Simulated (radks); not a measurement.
Results of a calculation; reference values are marked as such.
All-electron atom: Re4+ in [Xe] 4f14 5d3.

Code: a radial shooting solver on a logarithmic mesh with Libxc functionals. Model: Dirac Kohn-Sham, revPBE, spin-unpolarised, spherical densities, finite nucleus; open shells fill j = l - 1/2 first; Fermi nuclear charge, rms radius 5.3698 fm.

Energy parts (eV):
total: -454757.37
kinetic: 514018.38
electron-nucleus: -1134321.30
Hartree: 174578.08
exchange-correlation: -9032.54

Orbitals (lengths in bohr, moments of r in powers of bohr; <r^-3> diverges for s and p1/2; r(max) is where P^2 peaks):
orbital,occ.,eigenvalue (eV),<1/r>,<r^-3>,r(max),small-component weight
1s1/2,2,-71578.45,88.72,-,0.01124,8.02e-02
2s1/2,2,-12439.09,21.63,-,0.06472,1.82e-02
2p1/2,2,-11906.24,21.60,-,0.04802,1.83e-02
2p3/2,4,-10466.70,18.04,17100,0.05496,1.65e-02
3s1/2,2,-2913.765,7.943,-,0.1822,6.01e-03
3p1/2,2,-2675.454,7.858,-,0.1705,5.96e-03
3p3/2,4,-2362.817,6.936,3891,0.1847,5.43e-03
3d3/2,4,-1961.981,6.831,674.2,0.1445,5.32e-03
3d5/2,6,-1894.112,6.614,570.6,0.1485,5.17e-03
4s1/2,2,-643.0881,3.342,-,0.4131,1.99e-03
4p1/2,2,-543.5600,3.232,-,0.4125,1.90e-03
4p3/2,4,-470.6474,2.911,908.5,0.4423,1.70e-03
4d3/2,4,-307.1110,2.699,138.6,0.4382,1.50e-03
4d5/2,6,-293.6361,2.622,114.8,0.4476,1.45e-03
5s1/2,2,-128.7791,1.313,-,0.9375,4.61e-04
5p1/2,2,-98.3865,1.191,-,1.000,3.88e-04
4f5/2,6,-87.7910,2.183,21.62,0.4144,1.05e-03
5p3/2,4,-87.0506,1.082,139.6,1.080,3.36e-04
4f7/2,8,-85.2731,2.152,20.59,0.4193,1.03e-03
5d3/2,3,-46.2084,0.8155,12.96,1.327,1.97e-04
5d5/2,0,-44.9734,0.7939,10.64,1.360,1.88e-04
6s1/2,0,-39.2589,0.5367,-,2.217,1.00e-04
6p1/2,0,-31.6780,0.4702,-,2.521,7.98e-05
6p3/2,0,-29.7254,0.4409,24.77,2.700,7.26e-05

The highest occupied level is 5d3/2 at -46.208 eV. The density falls to 0.001 e/bohr^3 at r = 3.16 bohr. Summed over all electrons, <r^2> = 31.86 bohr^2, which gives a Langevin (diamagnetic) susceptibility term of -25.2 x 10^-6 cm^3/mol.
